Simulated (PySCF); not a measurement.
## Electron affinity of Ag by level of theory

Ag⁻ [Kr] 4d10 5s2 → Ag [Kr] 4d10 5s1 [5s1/2^1, M_J = 1/2], as a difference of total energies. All numbers are calculated (PySCF 2.14, the two-component X2C-1e Hamiltonian, in x2c-SVPall-2c with one added diffuse shell each of s, p, d type (7s9p7d1f, 76 functions)). Correlated levels: [Ar] 3d10 frozen; the 6 highest virtual spinors dropped. "Screened" scales the spin-orbit matrix elements by Boettger's factors to mimic the two-electron term; Breit and QED terms are absent.

```csv
method,electron affinity (eV)
GMP2 (spin-free),0.879
GHF (screened spin-orbit),0.107
GMP2 (screened spin-orbit),0.881
```

How much does correlation contribute at GMP2 (screened spin-orbit)?

0.881 − (0.107) = 0.774 eV, measured against GHF (screened spin-orbit).

Errors of the correlated levels include the incompleteness of this basis and the frozen core.

For comparison: 1.304 eV (measured; photodetachment measurements, as compiled on the Wikipedia data page of electron affinities).
